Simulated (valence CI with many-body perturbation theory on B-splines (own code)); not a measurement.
**Os LXX: key properties**

Computed by configuration interaction combined with many-body perturbation theory (CI+MBPT): five valence electrons over a frozen Dirac-Fock core [He], a basis of 11 s, 11 p, 10 d, 8 f, 5 g, 2 h functions for each j, with the one-electron correlation potential Σ1 (screened to all orders), the two-electron term Σ2, the three-electron term Σ3, Breit, model QED; selected single and double excitations, second order for the rest, scaled by the run's own slope (own B-spline code, finite nucleus).

The last digits are not significant, and no measured levels were compared; by estimate large intervals hold to a few tenths of a per cent, small ones and those within an open d or f shell to about a per cent. Among the levels kept, up to 7600 cm⁻¹ of a level comes from second order outside the variational space, and about a tenth of that is noise between levels of different J, which matters for small intervals.

Levels are named by their leading jj configuration (3d3/2^4 stands for four electrons in 3d with j = 3/2), which in mixed levels can hold well under half, so a name can repeat and another be missing.

Rates and lifetimes use the calculated energies. Strong lines usually hold to 10 to 20 %, long lifetimes can be off by a factor of two.

Task: What is the ground level?

Result: (2s^2 2p1/2^2 2p3/2) J=3/2, composition 49 % 2s2.2p3 2P° + 27 % 2s2.2p3 2D° + 24 % 2s2.2p3 4S°, g = 1.309.

Task: How well does LS coupling describe the low levels?

Result: Among the lowest 20 levels the leading LS term, summed over configurations, holds 63 % on average. For single configurations the figures are 63 % in LS and 100 % in jj coupling. Terms mix most in the J = 3/2 level at 79720 × 10³ cm⁻¹, where the leading one holds 35 %.

Task: Name the longest-lived excited levels whose lifetime is computed, and their main decay.

Result: (2s^2 2p1/2 2p3/2^2) J=5/2 at 12869 × 10³ cm⁻¹ lives 161 ps, mostly by M1 to (2s^2 2p1/2^2 2p3/2) J=3/2; (2s^2 2p1/2 2p3/2^2) J=1/2 at 13315 × 10³ cm⁻¹ lives 50.2 ps, mostly by M1 to (2s^2 2p1/2^2 2p3/2) J=3/2; (2s^2 2p1/2 2p3/2^2) J=3/2 at 12683 × 10³ cm⁻¹ lives 27.8 ps, mostly by M1 to (2s^2 2p1/2^2 2p3/2) J=3/2.

Task: Among levels below 112230 × 10³ cm⁻¹, which E1 lines absorb most strongly from the ground level?

Result: to (2s^2 2p1/2^2 3d5/2) J=5/2 at 0.1226 nm, f = 0.549; to (2s^2 2p1/2 2p3/2 3d3/2) J=5/2 at 0.1068 nm, f = 0.507; to (2s^2 2p1/2 2p3/2 3d3/2) J=3/2 at 0.1068 nm, f = 0.302.

Task: What is the ionisation energy?

Result: 17621 eV; NIST lists 17620 ± 50 eV (theoretical).
